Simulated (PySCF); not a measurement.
# C7H7NO2: calculation and literature

Atom-mapped SMILES (the numbers label the heavy atoms): `[CH3:1][O:2][C:3](=[O:4])[c:5]1[cH:6][cH:7][n:8][cH:9][cH:10]1`. Each H is labelled by its parent atom.

Published estimates (parent shift plus substituent increments) and measurements: δ 13C C7/C9 150.8; C5 137.3; C6/C10 122.9; δ 1H H(C7)/H(C9) 8.78; H(C6)/H(C10) 7.86 ppm (estimated from measurements, as parent shift plus tabulated substituent increment; solution, not stated per compound (mostly CDCl3 or CCl4); Pretsch, Buehlmann, Badertscher, Structure Determination of Organic Compounds, 4th ed. (2009)).

[PySCF 2.14: shieldings: GIAO PBE0/pcSseg-1; geometry: GFN2-xTB; one averaged value for each set of equivalent atoms; gas phase; one computed conformer; non-relativistic]

(1) How close does the calculation come?

(2) How far are the unscaled 13C shifts from the references?

(3) How far are the unscaled 1H shifts from the references?

Results:

(1) 
Reference values: estimated from measurements, as parent shift plus tabulated substituent increment (solution, not stated per compound (mostly CDCl3 or CCl4); Pretsch, Buehlmann, Badertscher, Structure Determination of Organic Compounds, 4th ed. (2009)).
```json
{"atoms": "C7/C9", "quantity": "δ 13C", "reference": "150.8", "computed": "156.6", "computed, scaled": "150.4"}
{"atoms": "C5", "quantity": "δ 13C", "reference": "137.3", "computed": "141.8", "computed, scaled": "136.0"}
{"atoms": "C6/C10", "quantity": "δ 13C", "reference": "122.9", "computed": "128.5", "computed, scaled": "123.1"}
{"atoms": "H(C7)/H(C9)", "quantity": "δ 1H", "reference": "8.78", "computed": "9.19", "computed, scaled": "8.76"}
{"atoms": "H(C6)/H(C10)", "quantity": "δ 1H", "reference": "7.86", "computed": "8.14", "computed, scaled": "7.77"}
```

Computed shifts are σ(ref) − σ with the named reference compound (TMS for H and C) calculated as an isolated molecule at the same level. The measured values may be among those fitted. Shieldings were converted by linear fits to measured shifts (mostly CDCl3, TMS scale, for H and C): 13C: δ = 179.97 − 0.974σ (rms 2.1 ppm, 958 shifts, 2.3 ppm with the 13 outliers that the fit left out); 1H: δ = 30.01 − 0.943σ (rms 0.17 ppm, 504 shifts, 0.18 ppm with the 4 outliers that the fit left out). A few per cent of atoms miss by over 2 rms, more outside the fitted compound classes.

(2) Mean signed difference +5.30 ppm, mean absolute 5.30 ppm over 3 comparisons; the largest is +5.8 ppm at C7/C9 (aromatic CH next to a ring nitrogen).

(3) Mean signed difference +0.35 ppm, mean absolute 0.35 ppm over 2 comparisons; the largest is +0.41 ppm at H(C7)/H(C9) (hydrogen on an aromatic CH next to a ring nitrogen).
